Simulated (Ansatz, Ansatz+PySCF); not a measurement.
```csv
atom,x (Å),y (Å),z (Å)
O,-1.4973,-0.1319,0.0131
H,-1.8792,0.6555,-0.0194
H,-0.5314,0.0418,0.0120
O,1.3951,0.2053,-0.0122
H,1.5683,-0.3698,-0.7470
H,1.5185,-0.3660,0.7501
```

Basis set: def2-SVP (spherical functions). Frozen core: 2 orbitals. Charge 0, multiplicity 1.

Computed with Ansatz (development build ahead of 0.2.0); each method stands on the lowest determinant of its kind that the runs found. Restricted open shells among the atoms or ions are ROHF, correlated in semicanonical orbitals with singles. Restricted functionals stand beside restricted open-shell atoms, which can lie above the unrestricted atoms usual in DFT and then raise those values.

(1) Give the atomization energy at this shape (free ground-state atoms in the same class of orbitals less the molecule, no zero-point energy) of singlet H₄O₂ by ωB97X (unrestricted), ωB97X (restricted), r²SCAN (unrestricted), r²SCAN (restricted), PBE0 (restricted), PBE0 (unrestricted), PBE (restricted), PBE (unrestricted), RHF-CCSD(T), RHF-MP2, RHF, UHF.

Answers

(1)

```csv
method,atomization energy
ωB97X (unrestricted),1870.5 kJ/mol
ωB97X (restricted),1885.3 kJ/mol
r²SCAN (unrestricted),1874.3 kJ/mol
r²SCAN (restricted),1891.3 kJ/mol
PBE0 (restricted),1864.3 kJ/mol
PBE0 (unrestricted),1852.2 kJ/mol
PBE (restricted),1910.7 kJ/mol
PBE (unrestricted),1901.1 kJ/mol
RHF-CCSD(T),1783.5 kJ/mol
RHF-MP2,1803.9 kJ/mol
RHF,1303.0 kJ/mol
UHF,1276.6 kJ/mol
```

Caution: the shape is not the minimum.
